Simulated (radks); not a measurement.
Results of a calculation; reference values are marked as such.
Coulomb parameter of the 4f shell of the thulium ion Tm3+ in the model configuration [Xe] 4f11 5d1, as a second difference U = [E(n + 0.25) + E(n - 0.25) - 2 E(n)] / (0.25)^2 with all orbitals relaxed. "Bare": the charge of the atom changes with n. "Screened": the 5d shell takes up the change at fixed total charge, which measures U(4f,4f) + U(5d,5d) - 2 U(4f,5d). Code: a radial shooting solver on a logarithmic mesh with Libxc functionals. Model: scalar-relativistic Kohn-Sham, PBE, spin-unpolarised, spherical densities, point nucleus.

case                  configuration  E - E(n) (eV)
start                 [Xe] 4f11 5d1          0.000
bare +0.25         [Xe] 4f11.25 5d1        -10.192
bare -0.25         [Xe] 4f10.75 5d1         11.483
screened +0.25  [Xe] 4f11.25 5d0.75         -3.902
screened -0.25  [Xe] 4f10.75 5d1.25          4.275

U(bare) = 20.659 eV, U(screened by 5d) = 5.971 eV, against the Slater integral F0(4f,4f) = 35.268 eV with frozen orbitals.
